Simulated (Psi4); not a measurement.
Intermolecular potential of Cl2Ge ··· HF (SMILES [Cl][Ge][Cl] and F). Monomers: optimised at B3LYP-D3(BJ) (def2-TZVP), held rigid. Orientation: lowest of the rigid-body minima from ten starts at GFN2-xTB. R is the distance of the centres of mass, along which the second monomer moves.

Method: SAPT0/jun-cc-pVDZ, frozen core (Psi4).

Components in kJ/mol:

| R / Å | electrostatics | exchange | induction | dispersion | total |
|---|---|---|---|---|---|
| 2.31 | -143.81 | 242.93 | -71.99 | -24.43 | 2.71 |
| 2.51 | -91.13 | 137.64 | -40.01 | -16.66 | -10.17 |
| 2.71 | -59.02 | 76.87 | -22.10 | -11.32 | -15.56 |
| 2.93 | -37.82 | 39.89 | -11.61 | -7.42 | -16.96 |
| 3.12 | -26.61 | 22.38 | -6.77 | -5.19 | -16.18 |
| 3.41 | -16.54 | 9.11 | -3.10 | -3.06 | -13.59 |
| 3.68 | -11.31 | 3.88 | -1.59 | -1.91 | -10.93 |
| 4.21 | -6.16 | 0.70 | -0.52 | -0.82 | -6.80 |
| 4.87 | -3.41 | 0.08 | -0.17 | -0.33 | -3.83 |
| 5.91 | -1.64 | 0.00 | -0.05 | -0.10 | -1.78 |
| 7.23 | -0.79 | 0.00 | -0.01 | -0.03 | -0.83 |
